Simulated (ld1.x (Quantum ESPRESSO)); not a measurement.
**Configuration tests for palladium (TM)**

* Element: palladium (Pd)
* Generator: ld1.x (Quantum ESPRESSO) 7.5
* Type: norm-conserving Troullier–Martins (Kleinman–Bylander form)
* Functional: PBE
* Relativity: scalar-relativistic
* Frozen core: [Ar] 3d10 4s2
* Valence charge: 16
* Reference configuration: 4p6 4d9 5s0 5p0 (charge +1)
* Partial waves: 5s (bound, empty): rc 2.05 bohr; 4p (bound): rc 1.75 bohr; 4d (bound): rc 1.95 bohr
* Local potential: all-electron potential smoothed inside 1.40 bohr (lloc = -2)
* Core correction: none

Energies are relative to the spin-unpolarised reference configuration 4p6 4d9 5s0 5p0; without spin polarisation the order of configurations can differ from experiment. The frozen-core shift is the all-electron ΔE with the core orbitals held at their reference shape minus the fully relaxed ΔE.

Task: Give the all-electron excitation energy and the error of the potential for: 4p6 4d10 5s0 5p0; 4p6 4d8 5s0 5p0; 4p6 4d7 5s0 5p0; 4p6 4d9 5s0 5p1; 4p6 4d6 5s0 5p0; 4p5 4d10 5s0 5p0; 4p6 4d9.5 5s0 5p0.

Result:

```
valence configuration  charge  ΔE all-electron (eV)  error AE − PS (meV)  frozen-core shift (meV)
     4p6 4d10 5s0 5p0       0                -9.115                 -0.7                     +2.9
      4p6 4d8 5s0 5p0      +2                20.818                 -3.1                     +4.6
      4p6 4d7 5s0 5p0      +3                55.178                 -9.9                      +36
      4p6 4d9 5s0 5p1       0                -3.877                  +28                     -0.9
      4p6 4d6 5s0 5p0      +4               104.524                 -6.4                     +124
     4p5 4d10 5s0 5p0      +1                48.050                 -115                      +36
    4p6 4d9.5 5s0 5p0    +0.5                -5.882                 -0.1                     +1.4
```

A variational frozen-core shift is positive and of second order in the change. This column holds negative values, so the frozen-core run of ld1.x carries numerical noise or an error of first order here, and the column gives no more than the rough size of the effect.

Note: ghost state, extra bound levels that the all-electron valence spectrum of the same l lacks: s at -37.8 eV. A true bound ghost makes a file unfit for plane-wave use.
